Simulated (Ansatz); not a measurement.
C9H21In (`C[CH](C)[In]([CH](C)C)[CH](C)C`) at its PBE0-D4/def2-TZVP geometry, where that method's forces vanish. Total charge 0; spin multiplicity 1. In takes the def2 core potential.

```
atom   x (Å)   y (Å)   z (Å)
  C1  -0.193   2.001  -1.862
  C2   0.034   0.495  -1.863
  C3   1.331   0.138  -2.576
 In4  -0.012  -0.301   0.186
  C5   1.450   0.386   1.673
  C6   2.672   1.057   1.064
  C7   0.759   1.302   2.677
  C8  -1.614  -1.707   0.711
  C9  -1.498  -2.980  -0.117
 C10  -2.976  -1.054   0.518
 H11   0.590   2.530  -1.309
 H12  -1.153   2.281  -1.416
 H13  -0.185   2.405  -2.884
 H14  -0.798   0.019  -2.395
 H15   2.203   0.563  -2.069
 H16   1.489  -0.943  -2.646
 H17   1.340   0.531  -3.603
 H18   1.773  -0.517   2.204
 H19   3.222   0.393   0.393
 H20   2.400   1.947   0.487
 H21   3.374   1.387   1.843
 H22  -0.088   0.818   3.172
 H23   1.454   1.623   3.465
 H24   0.383   2.216   2.204
 H25  -1.492  -1.963   1.769
 H26  -1.564  -2.772  -1.191
 H27  -0.556  -3.510   0.055
 H28  -2.310  -3.683   0.118
 H29  -3.127  -0.732  -0.518
 H30  -3.790  -1.755   0.752
 H31  -3.116  -0.177   1.156
```

**Question.** For each bond, give half the difference of the two atoms' forces along it (eV/Å; positive pushes the atoms apart) under PBE-D4, r2SCAN-D4, B3LYP-D4, ωB97M-V in def2-TZVPP. (Estimate.)

**Answer.** Ansatz gave: 
| bond | length (Å) | PBE-D4 | r2SCAN-D4 | B3LYP-D4 | ωB97M-V |
| --- | --- | --- | --- | --- | --- |
| C1–H13 | 1.099 | 0.14 | -0.01 | -0.06 | -0.11 |
| C2–C3 | 1.523 | -0.02 | 0.08 | 0.14 | 0.21 |
| C3–H15 | 1.095 | 0.11 | -0.03 | -0.07 | -0.06 |
| C3–H16 | 1.094 | 0.09 | -0.04 | -0.07 | -0.07 |
| In4–C5 | 2.196 | 0.04 | 0.02 | 0.05 | -0.13 |
| In4–C8 | 2.196 | 0.04 | 0.02 | 0.06 | -0.12 |
| C5–C7 | 1.525 | -0.02 | 0.08 | 0.14 | 0.21 |
| C5–H18 | 1.096 | 0.10 | -0.05 | -0.14 | -0.11 |
| C6–H19 | 1.093 | 0.09 | -0.04 | -0.08 | -0.07 |
| C6–H21 | 1.099 | 0.13 | -0.01 | -0.06 | -0.10 |
| C7–H22 | 1.094 | 0.09 | -0.04 | -0.08 | -0.07 |
| C7–H24 | 1.096 | 0.11 | -0.03 | -0.06 | -0.06 |
| C8–H25 | 1.095 | 0.10 | -0.05 | -0.15 | -0.11 |
| C9–H27 | 1.094 | 0.09 | -0.04 | -0.07 | -0.07 |

B3LYP here is the variant with VWN-RPA as its local correlation; programs differ in this.
